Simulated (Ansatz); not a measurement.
Ansatz (a first-principles code) input (HF/def2-TZVP):

Ansatz 0.2 input:
```yaml
crystal:
  periodic: [false, false, false]
  atoms:
    - {symbol: Sn, position_ang: [0.00064110, -0.00096402, -0.03368912]}
    - {symbol: H, position_ang: [1.47232377, 0.01216007, 0.87089296]}
    - {symbol: H, position_ang: [-1.50437896, 0.03604111, 0.81356294]}
basis:
  gaussian:
    orbitals: def2-TZVP
hamiltonian:
  xc: {name: HF}
magnetization: {spin_polarized: true, initial_magnetization: 2}
relax: {f_tol: 0.003, max_steps: 100}
```

End of the output:

```
mean field evaluation 1: about -5834.9493 eV, gradient 6.4e0 eV
mean field evaluation 2: about -5834.9511 eV, gradient 6.4e0 eV
mean field evaluation 4: about -5835.5624 eV, gradient 1.2e0 eV
mean field evaluation 8: about -5835.5911 eV, gradient 3.6e-2 eV
mean field -5835.59102717 eV, -214.4540147427 hartree, gradient 1.7e-5 eV, S^2 2.006095; 0 other end points of the search recorded, 0 dependent functions left out
the calculation of the forces begins
reference -5835.59102717 eV, -214.4540147427 hartree; 13, 11 occupied and 49, 51 virtual orbitals, 634 factors
relax step   1: F+E_penalty+E_count = -5835.59102717 eV  Δ(F+E_penalty+E_count) = +0.000e0 eV  max|allowed force component| = 3.174e-1 eV/Å  Δτ_max = 0.0000 Å  (37 SCF iters, accepted)
these checks for a lower state are left out or cut short: starts, cluster_reference, orbital_swaps, neighbouring_geometries, increment
integrals: 0.01 GiB planned
634 factors; integrals over basis functions are off by at most 3.5e-4 eV
mean field: 0.12 GiB planned
mean field evaluation 16: about -5835.5913 eV, gradient 1.8e-2 eV
mean field -5835.59421283 eV, -214.4541318137 hartree, gradient 8.5e-5 eV, S^2 2.005879; 0 other end points of the search recorded, 0 dependent functions left out
the calculation of the forces begins
reference -5835.59421283 eV, -214.4541318137 hartree; 13, 11 occupied and 49, 51 virtual orbitals, 634 factors
relax step   2: F+E_penalty+E_count = -5835.59421283 eV  Δ(F+E_penalty+E_count) = -3.186e-3 eV  max|allowed force component| = 2.515e-1 eV/Å  Δτ_max = 0.0593 Å  (27 SCF iters, accepted)
these checks for a lower state are left out or cut short: starts, cluster_reference, orbital_swaps, neighbouring_geometries, increment
integrals: 0.01 GiB planned
634 factors; integrals over basis functions are off by at most 3.3e-4 eV
mean field: 0.12 GiB planned
mean field -5835.60031002 eV, -214.4543558813 hartree, gradient 1.9e-5 eV, S^2 2.005949; 0 other end points of the search recorded, 0 dependent functions left out
the calculation of the forces begins
reference -5835.60031002 eV, -214.4543558813 hartree; 13, 11 occupied and 49, 51 virtual orbitals, 634 factors
relax step   3: F+E_penalty+E_count = -5835.60031002 eV  Δ(F+E_penalty+E_count) = -6.097e-3 eV  max|allowed force component| = 5.827e-3 eV/Å  Δτ_max = 0.0293 Å  (32 SCF iters, accepted)
these checks for a lower state are left out or cut short: starts, cluster_reference, orbital_swaps, neighbouring_geometries, increment
integrals: 0.01 GiB planned
634 factors; integrals over basis functions are off by at most 3.3e-4 eV
mean field: 0.12 GiB planned
mean field evaluation 32: about -5835.6003 eV, gradient 2.9e-5 eV
mean field -5835.60031739 eV, -214.4543561521 hartree, gradient 2.9e-5 eV, S^2 2.005951; 0 other end points of the search recorded, 0 dependent functions left out
the calculation of the forces begins
reference -5835.60031739 eV, -214.4543561521 hartree; 13, 11 occupied and 49, 51 virtual orbitals, 634 factors
relax step   4: F+E_penalty+E_count = -5835.60031739 eV  Δ(F+E_penalty+E_count) = -7.368e-6 eV  max|allowed force component| = 3.988e-4 eV/Å  Δτ_max = 0.0012 Å  (22 SCF iters, accepted)
integrals: 0.01 GiB planned
634 factors; integrals over basis functions are off by at most 3.3e-4 eV
mean field: 0.12 GiB planned
mean field -5835.60031739 eV, -214.4543561521 hartree, gradient 2.9e-5 eV, S^2 2.005951; 1 other end points of the search recorded, 0 dependent functions left out
the calculation of the forces begins
reference -5835.60031739 eV, -214.4543561521 hartree; 13, 11 occupied and 49, 51 virtual orbitals, 634 factors
Total energy: -5835.60031739 eV, -214.4543561521 hartree
Atom 0 at     0.000645    -0.000970    -0.033911 Å, force    -0.000008     0.000011     0.000399 eV/Å
Atom 1 at     1.443172     0.012397     0.870442 Å, force    -0.000232    -0.000004    -0.000204 eV/Å
Atom 2 at    -1.475232     0.035810     0.814235 Å, force     0.000239    -0.000008    -0.000195 eV/Å
Dipole moment:     0.001459    -0.002193    -0.076654 e Å
```

This is an excited triplet: at this geometry the singlet lies 0.70 eV lower at CCSD(T)/CBS(def2-TZVPPD,def2-QZVPPD).
